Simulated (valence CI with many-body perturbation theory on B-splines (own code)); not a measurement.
Values are calculated unless marked as measured or tabulated.
Ladder of approximations for Bi LI

Level of theory: configuration interaction combined with many-body perturbation theory (CI+MBPT): five valence electrons over a frozen Dirac-Fock core [Ar] 3d10, a basis of 9 s, 9 p, 8 d, 6 f, 3 g, 1 h functions for each j, with the one-electron correlation potential Σ1, the two-electron term Σ2, the three-electron term Σ3, Breit, model QED; selected CI, second order for the rest (own B-spline code, finite nucleus).

The last digits are not significant, and no measured levels were compared; by estimate large intervals hold to a few tenths of a per cent, small ones and those within an open d or f shell to about a per cent. Among the levels kept, up to 330 cm⁻¹ of a level comes from second order outside the variational space, and about a tenth of that is noise between levels of different J, which matters for small intervals.

Each rung adds one term. CI alone is the Dirac-Coulomb CI over the frozen core; QED comes last and gives the full result, which names the levels. Energies are above (4s^2 4p1/2^2 4p3/2) J=3/2 on the same rung, in × 10³ cm⁻¹.

Levels are named by their leading jj configuration (3d3/2^4 stands for four electrons in 3d with j = 3/2), which in mixed levels can hold well under half, so a name can repeat and another be missing. Letters in brackets count levels of one name in rising energy.

| Level | CI alone |
| --- | --- |
| (4s^2 4p1/2 4p3/2^2) J=3/2 | 1375.3 |
| (4s^2 4p1/2 4p3/2^2) J=5/2 | 1428.4 |
| (4s^2 4p1/2 4p3/2^2) J=1/2 | 1494.2 |
| (4s^2 4p1/2^2 4d3/2) J=3/2 | 1515.6 |
| (4s^2 4p1/2^2 4d5/2) J=5/2 | 1885.8 |
| (4s 4p1/2^2 4p3/2^2) J=5/2 | 2371.7 |
| (4s 4p1/2^2 4p3/2^2) J=1/2 | 2515.4 |
| (4s 4p1/2^2 4p3/2^2) J=3/2 | 2534.1 |
| (4s^2 4p3/2^3) J=3/2 | 2879.2 |
| (4s^2 4p1/2 4p3/2 4d3/2) J=5/2 [a] | 2883.0 |
| (4s^2 4p1/2 4p3/2 4d3/2) J=3/2 [a] | 2889.5 |
| (4s^2 4p1/2 4p3/2 4d3/2) J=1/2 [a] | 2889.8 |
| (4s^2 4p1/2 4p3/2 4d3/2) J=7/2 | 2937.5 |
| (4s^2 4p1/2 4p3/2 4d3/2) J=5/2 [b] | 3084.4 |
| (4s^2 4p1/2 4p3/2 4d3/2) J=3/2 [b] | 3102.0 |
| (4s^2 4p1/2 4p3/2 4d3/2) J=1/2 [b] | 3109.4 |

Task: What do these energies become with core correlation, Breit and QED?

Result: (4s^2 4p1/2 4p3/2^2) J=3/2 1366.9 (-8.45); (4s^2 4p1/2 4p3/2^2) J=5/2 1418.4 (-9.99); (4s^2 4p1/2 4p3/2^2) J=1/2 1484.1 (-10.12); (4s^2 4p1/2^2 4d3/2) J=3/2 1504.8 (-10.82); (4s^2 4p1/2^2 4d5/2) J=5/2 1867.7 (-18.13); (4s 4p1/2^2 4p3/2^2) J=5/2 2357.4 (-14.34); (4s 4p1/2^2 4p3/2^2) J=1/2 2498.9 (-16.53); (4s 4p1/2^2 4p3/2^2) J=3/2 2514.9 (-19.16); (4s^2 4p3/2^3) J=3/2 2860.4 (-18.77); (4s^2 4p1/2 4p3/2 4d3/2) J=5/2 [a] 2863.2 (-19.87); (4s^2 4p1/2 4p3/2 4d3/2) J=3/2 [a] 2869.4 (-20.09); (4s^2 4p1/2 4p3/2 4d3/2) J=1/2 [a] 2870.6 (-19.24); (4s^2 4p1/2 4p3/2 4d3/2) J=7/2 2916.2 (-21.31); (4s^2 4p1/2 4p3/2 4d3/2) J=5/2 [b] 3055.7 (-28.64); (4s^2 4p1/2 4p3/2 4d3/2) J=3/2 [b] 3071.7 (-30.32); (4s^2 4p1/2 4p3/2 4d3/2) J=1/2 [b] 3080.6 (-28.85).

Task: How does the ionisation energy move along the ladder, and which term matters most?

Result: CI alone 2838.3, + Σ1 2840.0, + Σ2 2840.3, + Σ3 2840.0, + Breit 2837.7, + QED 2837.4 eV. The largest step is Breit, -2.3 eV. NIST lists 2835 ± 4 eV (theoretical).
